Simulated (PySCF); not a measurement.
Name the molecule from its bond curve

A diatomic of charge 0 contains Ge. Its doublet curve at PBE0 in a triple-zeta basis (scalar-relativistic core potentials, PySCF), in eV from the separated fragments:

(R (Å), E (eV)): (1.494, -1.974), (1.563, -2.820), (1.633, -3.285), (1.685, -3.449), (1.737, -3.495), (1.789, -3.450), (1.859, -3.293), (1.945, -3.009), (2.050, -2.629), (2.189, -2.133)

The fit gives ωe = 880 cm⁻¹ and the rotational constant Bₑ = 0.4758 cm⁻¹.

Question: Which atom is the partner?

Answer: The minimum lies at 1.735 Å, so the reduced mass is 16.8576 u Å² cm⁻¹/(Bₑ·Re²) = 11.77 u. With Ge at 73.92 u the partner weighs about 14.0 u: N. The molecule is GeN.

Spin–orbit coupling is left out. The state is the lowest determinant that a PBE0 search found; another state may lie lower at other levels.
